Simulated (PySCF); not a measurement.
Species: C6H11OS (charge +1).
Cartesian coordinates in Å at the PBE0-D3(BJ)/def2-SVP level; atoms count from 1:
```
atom  x, y, z in Å
C1     2.3274    1.6975   -1.6686
C2     1.6150    0.5852   -1.0746
C3     1.0403   -0.3651   -0.5840
C4     0.3686   -1.4977   -0.0022
S5    -1.1007   -1.0235    0.9522
C6    -2.1346   -0.1206   -0.1676
C7    -0.5373    0.1334    2.1683
O8    -1.7669   -2.1765    1.5373
H9     2.7549    1.3985   -2.6379
H10    3.1492    2.0296   -1.0167
H11    1.6550    2.5509   -1.8443
H12   -0.0323   -2.2219   -0.7341
H13    0.9741   -2.0609    0.7304
H14   -1.5656    0.7011   -0.6233
H15   -2.9919    0.2410    0.4176
H16   -2.4711   -0.8449   -0.9233
H17    0.0473    0.9290    1.6866
H18    0.0736   -0.4491    2.8731
H19   -1.4306    0.5236    2.6758
```

Linear response at CAM-B3LYP/def2-SVPD (PySCF, frozen core in the response, non-relativistic).

Static isotropic polarisability: 91.96 au (13.63 Å³), principal values 77.2, 78.0, 120.6 au.

Task: What is the polarisability at 1064 nm and at the sodium D line?

Result: 92.70 au at 1064 nm (+0.8 %), 94.47 au at 589.3 nm (+2.7 %). The rise at 589.3 nm is 3.36 times that at 1064 nm; a pure ω² law gives 3.26. The lowest singlet lies at 216 nm, shorter than both wavelengths.

Task: What is the isotropic C6 coefficient between two such ions, C6 = (3/π)∫α(iω)² dω?

Result: 3529 au (Eh·bohr⁶) by a ten-point quadrature over imaginary frequencies, which is 2110 eV·Å⁶ or 203 J·nm⁶/mol.

Task: Which effective excitation energy ω̄ makes London's formula C6 = (3/4)α²ω̄ exact here?

Result: ω̄ = 4·C6/(3α²) = 0.556 Eh = 15.1 eV. A one-pole form α(ω) = α/(1 − ω²/ω̄²) fitted to the 1064 nm value gives 13.0 eV.

Task: How anisotropic is the static polarisability, by Δα² = ½[(α1 − α2)² + (α2 − α3)² + (α3 − α1)²]?

Result: Δα = 43.0 au, or 0.47 of the isotropic value.

Task: What does −C6/R⁶ come to at R = 12 Å between centres?

Result: -68 J/mol. This is the leading, orientation-averaged term; C8 and higher terms are left out. The Coulomb repulsion of the two net charges at that distance is 116 kJ/mol.

Task: How many electrons N does the Slater–Kirkwood formula C6 = (3/4)·√N·α^(3/2) need to give this C6?

Result: N = (4·C6/3)²/α³ = 28.5; the species has 70 electrons in all.

Task: What molar refraction at the D line follows from R = (4π/3)·N_A·α′, with α′ the polarisability volume?

Result: α′ = 14.00 Å³ gives R = 35.31 cm³/mol, for isolated, non-vibrating species.

Task: The lowest 6 singlets have (eV, f): 5.75, 0.000; 6.29, 0.069; 6.78, 0.001; 7.12, 0.002; 7.33, 0.005; 7.52, 0.003. What share of the static polarisability do they carry in the sum over states α = Σ f/ω²?

Result: 1.44 au, 1.6 % of α; the largest term, 1.29 au, is that of the state at 6.29 eV. Their oscillator strengths add up to 0.08. Higher states carry the rest.

Task: What three-body coefficient follows from the one-pole estimate C9 = (3/4)·α·C6?

Result: 243000 au. This is an estimate from the two numbers above, not a computed integral.

One conformer stands for the species.
